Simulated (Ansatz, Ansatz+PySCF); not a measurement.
```xyz
2

Li    0.0000    0.0000   -0.6991
H     0.0000    0.0000    2.0972
```

Basis set: 6-31G (spherical functions). All electrons are correlated. Charge 0, multiplicity 1.

Computed with Ansatz (development build ahead of 0.2.0); each method stands on the lowest determinant of its kind that the runs found. Restricted open shells among the atoms or ions are ROHF, correlated in semicanonical orbitals with singles. Restricted functionals stand beside restricted open-shell atoms, which can lie above the unrestricted atoms usual in DFT and then raise those values.

Q: Give the atomization energy at this shape (free ground-state atoms in the same class of orbitals less the molecule, no zero-point energy) of singlet LiH by PBE0 (unrestricted), PBE0 (restricted), RHF-CCSD(T), UHF-MP2, RHF-MP2, RHF, UHF.

A:

```json
{"method": "PBE0 (unrestricted)", "atomization energy": "72.9 kJ/mol"}
{"method": "PBE0 (restricted)", "atomization energy": "70.7 kJ/mol"}
{"method": "RHF-CCSD(T)", "atomization energy": "71.2 kJ/mol"}
{"method": "UHF-MP2", "atomization energy": "29.2 kJ/mol"}
{"method": "RHF-MP2", "atomization energy": "24.7 kJ/mol"}
{"method": "RHF", "atomization energy": "-22.8 kJ/mol"}
{"method": "UHF", "atomization energy": "22.0 kJ/mol"}
```

Caution for PBE0 (unrestricted), UHF-MP2, UHF: the unrestricted determinant is spin contaminated. Caution for RHF-CCSD(T), RHF-MP2, RHF: an unrestricted determinant lies well below. Caution for RHF-CCSD(T), RHF-MP2: bonds are stretched, where a single reference can fail. Caution for UHF-MP2: a plain start can end on a higher determinant; large amplitudes, a single reference is doubtful.

This basis has no polarisation functions and is too small for such energies, which can lie far from measured ones in either direction.
